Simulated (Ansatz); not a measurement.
`FC[Si]1(F)CC1` → `F/C=C(\[SiH3])CF`  (isomerisation)

Computed with Ansatz on PBE0-D4/def2-TZVP structures; ΔE is electronic, products minus reactants. CCSD(T)/CBS adds triple-zeta CCSD(T) − MP2 to the extrapolated MP2 energy (def2 sets, frozen cores). DFT in def2-TZVPP. B3LYP here is the variant with VWN-RPA as its local correlation; programs differ in this. One conformer a species, not always the lowest.

```
             level  ΔE (kcal/mol)  difference from CCSD(T)/CBS
         r2SCAN-D4           40.4                          0.3
           PBE0-D4           40.3                          0.2
          B3LYP-D4           36.7                         -3.4
           ωB97M-V           40.2                          0.1
            B2PLYP           38.6                         -1.5
               PBE           38.5                         -1.6
            r2SCAN           40.5                          0.4
              PBE0           40.4                          0.3
             B3LYP           37.0                         -3.1
     HF/def2-TZVPP           33.9                         -6.2
    MP2/def2-TZVPP           42.3                          2.2
SCS-MP2/def2-TZVPP           39.3                         -0.8
   CCSD/def2-TZVPP           38.7                         -1.4
      HF/CBS(def2)           34.4                         -5.7
     MP2/CBS(def2)           44.1                          4.0
    CCSD/CBS(def2)           40.6                          0.5
       CCSD(T)/CBS           40.1                            0
```

Largest T1 diagnostic among the species: 0.012.

In def2-TZVPP, CCSD(T) changes the Hartree–Fock value by +4.3 kcal/mol (the triples alone add −0.5 kcal/mol) and MP2 by +8.4 kcal/mol. From PBE to PBE0 (25 % exact exchange), in def2-TZVPP and without D4, ΔE moves by +1.9 kcal/mol.

CCSD(T)/CBS has its own doubt, a few kJ/mol and more with outer-core shells, so smaller differences from it don't rank the levels.
